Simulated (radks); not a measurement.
All-electron calculation, scalar-relativistic Kohn-Sham, LDA (Slater exchange, Perdew-Wang correlation), spin-polarised, spherical densities, point nucleus; open shells are filled with parallel spins first (spin-orbit coupling, left out, can overturn this in heavy ions). Program: a radial shooting solver on a logarithmic mesh with Libxc functionals. Each species is in its NIST ground configuration. Rank Ru4+, Tc4+, Zr4+, Cd4+, Nb4+, Mo4+, Ag4+, Rh4+, Pd4+ by mean radius of the outermost orbital (bohr), largest first.

Answer. Nb4+ 1.60, Mo4+ 1.52, Tc4+ 1.44, Ru4+ 1.37, Zr4+ 1.31, Rh4+ 1.30, Pd4+ 1.26, Ag4+ 1.20, Cd4+ 1.16.
